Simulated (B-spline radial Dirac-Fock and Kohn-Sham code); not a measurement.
Binding energies of Re at several levels of theory

System: neutral rhenium, [Xe] 4f14 5d7 (not the ground configuration).

The density-functional columns are spherical, spin-unpolarised Dirac-Kohn-Sham results without Breit or QED terms: −ε is minus the orbital energy of the initial state and ΔSCF the difference of two total energies. The reference in the last column comes from multi-electron Dirac-Fock with separately optimised hole states, Breit and Lamb-shift corrections added in first order. All numbers are from a radial finite-basis atomic code, in eV; a selection of levels is shown. The Kohn-Sham columns are given as differences from the reference. For the 1s level of heavy atoms much of the gap between ΔSCF and the reference is the Breit and QED part, -365.2 eV here; for other levels the error of the functional can be larger.

```csv
level,LDA −ε − DF,LDA ΔSCF − DF,Dirac-Fock
1s,-207.5,+354.3,71676.4
2s,-157.4,-57.1,12538.9
2p1/2,-108.9,+21.4,11963.0
2p3/2,-123.5,-12.6,10539.5
3s,-80.7,-53.8,2943.6
3p1/2,-62.9,-33.7,2689.0
3p3/2,-62.2,-36.1,2376.1
3d5/2,-41.7,-10.7,1887.6
4s,-41.8,-30.7,635.3
4p1/2,-34.0,-23.1,528.8
4p3/2,-34.0,-23.7,455.7
4d5/2,-21.9,-12.0,267.2
4f5/2,-5.2,+3.8,45.16
4f7/2,-5.3,+3.6,42.76
5s,-9.5,-3.8,90.92
5p1/2,-5.6,-0.2,57.11
5p3/2,-5.8,-0.8,46.42
5d,-1.5,+2.5,4.69
```

Values without a named source are computed, but for edge energies of neutral atoms, which are taken from tables.
